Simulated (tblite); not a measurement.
Compound: C5H9O2P.
Cartesian coordinates in Å at the GFN2-xTB level; atoms count from 1:
```xyz
17
C5H9O2P angstrom
C      2.799   -0.844   -0.005
C      1.869   -0.541    0.684
C      0.725   -0.183    1.481
P     -0.772    0.137    0.446
C     -1.041   -1.378   -0.542
O     -1.944    0.562    1.227
C     -0.292    1.453   -0.772
O     -1.453    1.829   -1.454
H      3.626   -1.106   -0.596
H      0.917    0.724    2.062
H      0.465   -0.987    2.178
H     -1.450   -2.141    0.116
H     -1.772   -1.148   -1.315
H     -0.115   -1.723   -0.992
H      0.153    2.302   -0.228
H      0.425    1.089   -1.508
H     -2.148    1.966   -0.793
```

Computed with GFN2-xTB (tblite): harmonic, unscaled wavenumbers at the GFN2-xTB geometry, gas phase. The method is semi-empirical: single wavenumbers can be off by several per cent or more. One conformer, not necessarily the lowest.

Harmonic wavenumbers (cm⁻¹): 49.8, 68.2, 93.6, 145.2, 162.5, 202.3, 237.6, 257.9, 295.1, 326.4, 371.3, 416.2, 428.9, 624.6, 638.9, 663.1, 718.8, 743.6, 771.4, 847.5, 857.3, 868.2, 1004.9, 1068.6, 1071.2, 1108.6, 1174.6, 1234.3, 1257.6, 1307.6, 1315.7, 1392.1, 1417.8, 1426.5, 1433.8, 2291.9, 2836.1, 2924.9, 2936.6, 2990.5, 3007.9, 3010.7, 3042.1, 3400.3, 3455.3.

A = 2477, B = 1224, C = 1075 MHz; mass 132.034 u (most abundant isotopes); point group C1, symmetry number 1.

Task: Zero-point energy?

Result: Half the sum of the wavenumbers: 27949 cm⁻¹ = 79.91 kcal/mol.

Task: What is S at 298.15 K and 1 bar for an ideal gas of classical rigid rotors and harmonic oscillators?

Result: Translation 40.57, rotation 28.98, vibration 31.99: S = 101.5 cal/(mol K).

Task: And Cp and H(298.15 K) − H(0)?

Result: Cp = 39.97 cal/(mol K), of which vibrations give 32.02 (their classical limit is 45 R = 89.4); H(298.15 K) − H(0) = 7.41 kcal/mol without the zero-point energy, 5.04 from vibrations.

Task: Which modes carry the vibrational entropy at 298.15 K?

Result: 49.8 cm⁻¹: 4.83; 68.2 cm⁻¹: 4.20; 93.6 cm⁻¹: 3.58; 145.2 cm⁻¹: 2.73; 162.5 cm⁻¹: 2.52; 202.3 cm⁻¹: 2.11 cal/(mol K); the other 39 give 12.01 together.

Task: What must be added to the electronic energy to get the Gibbs energy at 298.15 K and 1 bar?

Result: ZPE + [H(298.15 K) − H(0)] − T·S = 79.91 + 7.41 − 30.27 = 57.05 kcal/mol.

Task: Blend soft modes into free rotors: weight 1/[1 + (100 cm⁻¹/ν̃)⁴] for the oscillator and the rest for a rotor with moment μB/(μ + B), μ = h/(8π²ν), B = 10⁻⁴⁴ kg m². What vibrational entropy results?

Result: 29.58 cal/(mol K) in place of 31.99, which changes −T·S at 298.15 K by +0.72 kcal/mol.

Hindered rotation and anharmonicity are outside this model. Other conformers, if any are populated, would add a mixing term that is left out. The structure is chiral; the term R ln 2 for an equal mix with its mirror image is left out.
